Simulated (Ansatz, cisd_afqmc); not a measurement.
Species: F, charge 0, doublet.

Total energies in def2-QZVPP, 7 correlated electrons, 1 frozen orbitals. Open shells are spin-unrestricted; no spin-orbit coupling. Correlated methods leave the cores frozen. No relativity. AFQMC/CISD: phaseless, guided by CISD from CCSD amplitudes; bars are statistical, one sigma. Outlying blocks are dropped, and bars are widened where a walk drifts. Over all cases where full CI ran beside it in this data, AFQMC minus full CI had a median of +0.1 mEh and passed +0.4 mEh in a tenth of the cases.

```csv
method,program,energy (Eh),minus CCSDT(Q) (mEh)
HF,Ansatz,-99.41589,235.59
MP2,Ansatz,-99.63608,15.39
CCSD,Ansatz,-99.64654,4.94
CCSD(T),Ansatz,-99.65118,0.30
CCSDT(Q),Ansatz,-99.65148,0.00
AFQMC/CISD,cisd_afqmc,-99.6513 ± 0.0001,0.2 ± 0.1
```

Ansatz is a quantum-chemistry and plane-wave program.
